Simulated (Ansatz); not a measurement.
Consider the isomerisation: `[SiH3]B1C[SiH2]1` → `CB1[SiH2][SiH2]1`.

Program: Ansatz. Geometries: PBE0-D4/def2-TZVP. ΔE: electronic, gas phase. CCSD(T)/CBS is the MP2 limit (def2-TZVPP, def2-QZVPP) plus CCSD(T) − MP2 in def2-TZVPP, frozen cores. Functionals use def2-TZVPP. B3LYP here is the variant with VWN-RPA as its local correlation; programs differ in this.

Task: Is it downhill or uphill in electronic energy at CCSD(T)/CBS, and by how much? (Estimate.)

Result: Computed: Downhill: ΔE = -0.19 eV.

Task: What do these levels give: r2SCAN-D4, PBE0-D4, B3LYP-D4, r2SCANh-D4, CAM-B3LYP-D4, B2PLYP, PBE-QIDH, r2SCAN, CAM-B3LYP, SCS-MP2/def2-TZVPP, HF/def2-QZVPP, MP2/CBS(def2)? (Estimate.)

Result: The calculation gave: r2SCAN-D4 -0.26, PBE0-D4 -0.28, B3LYP-D4 -0.19, r2SCANh-D4 -0.25, CAM-B3LYP-D4 -0.12, B2PLYP -0.18, PBE-QIDH -0.23, r2SCAN -0.26, CAM-B3LYP -0.11, SCS-MP2/def2-TZVPP -0.13, HF/def2-QZVPP 0.04, MP2/CBS(def2) -0.18 eV.

Largest T1 diagnostic among the species: 0.015.

In def2-TZVPP, CCSD(T) changes the Hartree–Fock value by −0.22 eV (the triples alone add −0.04 eV) and MP2 by −0.22 eV. Leaving LDA and LC-ωPBE aside and taking each functional with its dispersion term where it has one, the values, not all of them listed here, spread over 0.21 eV, from PBE-D4 to CAM-B3LYP-D4. LDA lies −0.05 eV from PBE without D4.
